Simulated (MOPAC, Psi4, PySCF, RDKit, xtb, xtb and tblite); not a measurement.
Two geometries of SMILES BC[Si](F)(F)F, relaxed at GFN2-xTB with one dihedral held; other torsions can differ between them too.

Structure A

```
10

B      1.5945    -0.0300     0.3589
C      0.3236    -0.5395    -0.4144
Si    -0.5601     0.7074    -1.4959
F     -1.8147     0.1154    -2.2741
F     -1.1512     1.9579    -0.7147
F      0.3255     1.3499    -2.6462
H      1.8799    -0.5052     1.3870
H      2.3091     0.7468    -0.1405
H     -0.3865    -1.0512     0.2362
H      0.7166    -1.3157    -1.0817
```

Structure B

```
10

B      1.5769    -0.0015     0.2956
C      0.3236    -0.6240    -0.4103
Si    -1.2106    -0.4408     0.6515
F     -2.5276    -1.0440    -0.0044
F     -1.1349    -1.1509     2.0688
F     -1.6042     1.0593     0.9937
H      1.9154    -0.4198     1.3321
H      2.1371     0.9075    -0.1769
H      0.4759    -1.7002    -0.5294
H      0.1348    -0.2167    -1.4030
```

Problem. Which is lower in energy at the level DF-MP2 (frozen core)/cc-pVTZ // GFN2-xTB in Psi4, and by how much?

Solution. B is lower, by 1.25 kcal/mol (dihedral H7–B1–C2–Si3: 150° in A, 60° in B).

E(B) − E(A) in kcal/mol at the other levels, on the same two geometries: GFN2-xTB (xtb and tblite) -1.26; B3LYP/def2-TZVP // GFN2-xTB (Psi4) -1.10; B3LYP-D3(BJ)/def2-TZVP // GFN2-xTB (Psi4) -1.19; PBE/def2-TZVP // GFN2-xTB (Psi4) -1.34; PBE-D3(BJ)/def2-TZVP // GFN2-xTB (Psi4) -1.39; wB97X-D/def2-TZVP // GFN2-xTB (Psi4) -1.12; HF/cc-pVTZ // GFN2-xTB (Psi4) -0.76; UFF // GFN2-xTB (RDKit) -2.19; AM1, restricted, heats of formation // GFN2-xTB (MOPAC) 0.10; PM7, restricted, heats of formation // GFN2-xTB (MOPAC) -0.71; GFN1-xTB // GFN2-xTB (xtb) -2.04; restricted B3LYP/6-31G*, spherical d, density fitting // GFN2-xTB (PySCF) -1.21; restricted B3LYP/3-21G // GFN2-xTB (PySCF) -0.90; restricted B3LYP/LANL2DZ, with its core potentials past Ne // GFN2-xTB (PySCF) -0.07; restricted B3LYP/6-311+G**, spherical d, density fitting // GFN2-xTB (PySCF) -0.85.
